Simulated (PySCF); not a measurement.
# The second ionisation energy along group 14

All values are computed (PySCF 2.14, energy differences of UHF-based or UKS calculations, no spin-orbit coupling). Values in eV. The last column holds reference values (NIST; (s) semi-empirical, (t) theoretical, else measured). Unmarked ones compare directly (S terms, centres of terms, or small fine structure); those marked * lie between the lowest fine-structure levels and include a spin-orbit shift.

| element | configurations | CCSD (valence and next inner shell) | CCSD(T) (valence and next inner shell) | LDA | PBE | PBE0 | CCSDT (valence) | reference |
| --- | --- | --- | --- | --- | --- | --- | --- | --- |
| C (x2c-TZVPPall, spin-free X2C) | [He] 2s2 2p1 → [He] 2s2 | 24.224 | 24.253 | 24.762 | 24.849 | 24.831 | 24.240 | 24.378 |
| Si (x2c-TZVPPall, spin-free X2C) | [Ne] 3s2 3p1 → [Ne] 3s2 | 16.190 | 16.214 | 16.355 | 16.399 | 16.419 | 16.235 | 16.322 |
| Ge (x2c-TZVPPall, spin-free X2C) | [Ar] 3d10 4s2 4p1 → [Ar] 3d10 4s2 | 15.605 | 15.632 | 15.850 | 15.739 | 15.762 | 15.539 | 15.789 |
| Sn (x2c-TZVPPall, spin-free X2C) | [Kr] 4d10 5s2 5p1 → [Kr] 4d10 5s2 | 14.086 | 14.103 | 14.389 | 14.207 | 14.240 | 13.988 | 14.282 |
| Pb (x2c-TZVPPall, spin-free X2C) | [Xe] 4f14 5d10 6s2 6p1 → [Xe] 4f14 5d10 6s2 | 13.553 | 13.571 | 13.957 | 13.754 | 13.781 | n/a | 13.869 |

Question: Which of these methods has the smallest mean absolute error against the measured values here?

Answer: LDA, with 0.135 eV.

```tsv
method	elements	mean error (eV)	mean absolute error (eV)	largest error (eV)
CCSD (valence and next inner shell)	5	-0.196	0.196	-0.316
CCSD(T) (valence and next inner shell)	5	-0.173	0.173	-0.298
LDA	5	0.135	0.135	0.384
PBE	5	0.062	0.157	0.471
PBE0	5	0.079	0.141	0.453
CCSDT (valence)	4	-0.192	0.192	-0.294
```

Errors include the incompleteness of the basis and the frozen core.

"Valence" correlates the outer s and p shells and, in groups 3 to 12 and the f block, the outer d or f shell, open or full, or the next shell where the ion has no valence electron left; the wider scheme adds the next inner shell.
